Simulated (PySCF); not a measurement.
**C6H18SSi2: core ionisation energies**

Compound: C6H18SSi2.
Cartesian coordinates in Å at the PBE0-D3(BJ)/def2-SVP level; atoms count from 1:
```
atom  x, y, z in Å
C1     1.6923   -0.4001   -1.4946
Si2    1.7226   -0.0033    0.3427
C3     1.8869    1.8489    0.6091
C4     3.1623   -0.8831    1.1622
S5    -0.0186   -0.7729    1.3692
Si6   -1.7320   -0.2730    0.1470
C7    -3.1954   -0.4483    1.3079
C8    -1.8997   -1.4906   -1.2736
C9    -1.6543    1.4872   -0.5082
H10    1.5768   -1.4822   -1.6589
H11    2.6403   -0.0815   -1.9584
H12    0.8745    0.1162   -2.0196
H13    1.0607    2.4070    0.1451
H14    2.8325    2.2162    0.1774
H15    1.8873    2.0791    1.6856
H16    4.1184   -0.5335    0.7397
H17    3.0959   -1.9718    1.0145
H18    3.1763   -0.6873    2.2455
H19   -4.1380   -0.2528    0.7709
H20   -3.2466   -1.4641    1.7292
H21   -3.1200    0.2630    2.1445
H22   -1.0593   -1.4144   -1.9790
H23   -2.8327   -1.3074   -1.8317
H24   -1.9245   -2.5217   -0.8890
H25   -0.8262    1.6362   -1.2172
H26   -1.5365    2.2075    0.3157
H27   -2.5925    1.7230   -1.0372
```

Computed with delta-SCF UKS SCAN, pcX-2 on the ionised atom, pcseg-1 elsewhere, spin-free X2C (PySCF 2.14.0). These are vertical core ionisation energies against the vacuum level, from separate self-consistent calculations with and without the core hole.

Q: Give the core binding energies atom by atom.

A: 
```tsv
atom(s)	environment	level	binding energy (eV)	2p1/2 (eV)	count
S5	sulfur bonded to 2 Si	S 1s	2475.39	–	1
Si2/Si6	four-coordinate silicon	Si 1s	1846.04	–	2
C1 (×6)	Si-methyl carbon	C 1s	289.92	–	6
S5	sulfur bonded to 2 Si	S 2p3/2	167.66	168.89	1
Si2/Si6	four-coordinate silicon	Si 2p3/2	106.16	106.78	2
```

Q: Express the binding energy of Si 2p3/2 of Si2/Si6 in atomic units and per mole.

A: 106.16 eV = 3.9013 Eh = 10243 kJ/mol.

Topologically equivalent atoms share the value of their first member; where this conformer doesn't relate them by symmetry, their own values could differ. Spin–orbit and ligand-field terms were added within each 2p shell after the spin-free SCF. 2p1/2 minus 2p3/2 (ligand field included): Si 0.63 eV, S 1.23 eV. Geometry: PBE0-D3(BJ)/def2-SVP; no solvent, vibrations or thermal averaging.
